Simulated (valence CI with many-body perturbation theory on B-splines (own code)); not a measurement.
# E1 line list for Co¹²⁺

Calculated by configuration interaction combined with many-body perturbation theory (CI+MBPT): five valence electrons over a frozen Dirac-Fock core [Ne], a basis of 9 s, 9 p, 8 d, 6 f, 3 g, 1 h functions for each j, with the one-electron correlation potential Σ1 (screened to all orders), the two-electron term Σ2, the three-electron term Σ3, Breit, model QED; selected single and double excitations, second order for the rest, scaled by the run's own slope (own B-spline code, finite nucleus).

No measured levels were compared; by estimate levels of excited configurations hold to 0.05 to 0.15 % of their energy, terms of the ground configuration to about 0.5 %. Among the levels kept, up to 630 cm⁻¹ of a level comes from second order outside the variational space, and about a tenth of that is noise between levels of different J, which matters for small intervals.

Lines 51 to 100 of 174 in falling wavelength, among levels below 703320 cm⁻¹, chosen from the strongest by gf and those to the six lowest levels. Wavelengths and rates use the calculated energies, so an error of 200 cm⁻¹ moves a line at 314.4 Å by 0.063 % and its rate by three times that or more. Electric multipoles are in the length gauge, E1 and E2 with the static RPA response of the core. Weak lines are less certain than strong ones. Lines between different terms over intervals too small for the method are left out, as are lines whose strength nearly cancels. The highest levels of a list are the least certain.

Names give the largest LS component (configuration and term), which can be under half, so a name can repeat, a term be missing and a line seem to break the LS rules; names also repeat where a configuration has a term twice. Letters in brackets count levels of one name in rising energy.

```
λ vac (Å)                  Upper            Lower   A (s⁻¹)  S (a.u.)
    314.4            3p5 2P°_3/2    3s 3p4 2D_3/2  1.02e+09  6.29e-02
    314.0          3s 3p4 2D_5/2  3s2 3p3 2D°_5/2  3.10e+09  2.84e-01
    310.8          3s 3p4 2D_3/2  3s2 3p3 2D°_3/2  3.86e+09  2.29e-01
    308.2          3s 3p4 2D_5/2  3s2 3p3 2D°_3/2  2.00e+07  1.73e-03
    302.9  3s2 3p2 3d 2P_3/2 [a]  3s2 3p3 2P°_3/2  6.33e+08  3.47e-02
    298.4          3s 3p4 2P_1/2  3s2 3p3 2P°_3/2  1.09e+05  2.87e-06
    297.5            3p5 2P°_1/2    3s 3p4 2D_3/2  4.14e+09  1.07e-01
    295.2  3s2 3p2 3d 2P_3/2 [a]  3s2 3p3 2P°_1/2  4.15e+08  2.11e-02
    290.9          3s 3p4 2P_1/2  3s2 3p3 2P°_1/2  3.74e+09  9.10e-02
    282.1          3s 3p4 2S_1/2  3s2 3p3 2P°_3/2  7.94e+09  1.76e-01
    275.4          3s 3p4 2S_1/2  3s2 3p3 2P°_1/2  8.84e+08  1.82e-02
    273.4          3s 3p4 2D_3/2  3s2 3p3 4S°_3/2  1.13e+07  4.54e-04
    272.9      3s 3p3 3d 6D°_1/2    3s 3p4 4P_3/2  4.66e+07  9.35e-04
    272.7      3s 3p3 3d 6D°_3/2    3s 3p4 4P_3/2  1.16e+07  4.63e-04
    272.0      3s2 3p2 3d 4F_3/2  3s2 3p3 2P°_3/2  7.97e+05  3.17e-05
    271.4          3s 3p4 2D_5/2  3s2 3p3 4S°_3/2  1.19e+07  7.07e-04
    271.3  3s2 3p2 3d 2P_3/2 [a]  3s2 3p3 2D°_5/2  8.41e+09  3.31e-01
    268.5      3s2 3p2 3d 4F_5/2  3s2 3p3 2P°_3/2  1.26e+07  7.21e-04
    266.9  3s2 3p2 3d 2P_3/2 [a]  3s2 3p3 2D°_3/2  8.93e+08  3.35e-02
    265.7      3s2 3p2 3d 4F_3/2  3s2 3p3 2P°_1/2  2.18e+07  8.08e-04
    265.4            3p5 2P°_3/2    3s 3p4 4P_3/2  2.71e+07  9.99e-04
    264.1      3s 3p3 3d 6D°_3/2    3s 3p4 4P_5/2  2.48e+07  9.00e-04
    263.7      3s 3p3 3d 6D°_5/2    3s 3p4 4P_5/2  3.00e+07  1.63e-03
    263.4          3s 3p4 2P_1/2  3s2 3p3 2D°_3/2  8.00e+09  1.44e-01
    263.2      3s 3p3 3d 6D°_7/2    3s 3p4 4P_5/2  7.58e+06  5.46e-04
    259.5  3s2 3p2 3d 2F_5/2 [a]  3s2 3p3 2P°_3/2  6.08e+06  3.14e-04
    257.3            3p5 2P°_3/2    3s 3p4 4P_5/2  1.36e+08  4.56e-03
    255.8      3s2 3p2 3d 4D_1/2  3s2 3p3 2P°_3/2  2.62e+08  4.33e-03
    255.0      3s2 3p2 3d 4D_3/2  3s2 3p3 2P°_3/2  3.56e+07  1.17e-03
    251.5      3s2 3p2 3d 4D_5/2  3s2 3p3 2P°_3/2  4.13e+06  1.94e-04
    250.6          3s 3p4 2S_1/2  3s2 3p3 2D°_3/2  4.03e+08  6.26e-03
    250.2      3s2 3p2 3d 4D_1/2  3s2 3p3 2P°_1/2  4.39e+07  6.78e-04
    249.4      3s2 3p2 3d 4D_3/2  3s2 3p3 2P°_1/2  1.25e+07  3.83e-04
    246.2      3s2 3p2 3d 4F_3/2  3s2 3p3 2D°_5/2  6.42e+06  1.89e-04
    243.3      3s2 3p2 3d 4F_5/2  3s2 3p3 2D°_5/2  6.57e+07  2.80e-03
    242.6      3s2 3p2 3d 4F_3/2  3s2 3p3 2D°_3/2  2.42e+08  6.81e-03
    239.8      3s2 3p2 3d 4F_5/2  3s2 3p3 2D°_3/2  3.05e+07  1.24e-03
    239.3      3s2 3p2 3d 4F_7/2  3s2 3p3 2D°_5/2  3.56e+07  1.93e-03
    238.9  3s2 3p2 3d 2P_3/2 [a]  3s2 3p3 4S°_3/2  6.44e+07  1.73e-03
    236.1          3s 3p4 2P_1/2  3s2 3p3 4S°_3/2  9.30e+07  1.21e-03
    235.9  3s2 3p2 3d 2F_5/2 [a]  3s2 3p3 2D°_5/2  2.10e+05  8.18e-06
    233.0  3s2 3p2 3d 2F_7/2 [a]  3s2 3p3 2D°_5/2  4.35e+07  2.17e-03
    232.6  3s2 3p2 3d 2F_5/2 [a]  3s2 3p3 2D°_3/2  2.67e+06  9.95e-05
    232.1      3s2 3p2 3d 4D_3/2  3s2 3p3 2D°_5/2  5.23e+08  1.29e-02
    229.6      3s2 3p2 3d 4D_1/2  3s2 3p3 2D°_3/2  6.01e+08  7.18e-03
    229.3      3s2 3p2 3d 4D_5/2  3s2 3p3 2D°_5/2  1.49e+08  5.31e-03
    228.9      3s2 3p2 3d 4D_3/2  3s2 3p3 2D°_3/2  2.94e+05  6.96e-06
    226.2      3s2 3p2 3d 4D_5/2  3s2 3p3 2D°_3/2  9.30e+06  3.19e-04
    225.8          3s 3p4 2S_1/2  3s2 3p3 4S°_3/2  9.90e+07  1.12e-03
    223.4      3s2 3p2 3d 4D_7/2  3s2 3p3 2D°_5/2  1.89e+06  8.31e-05
```
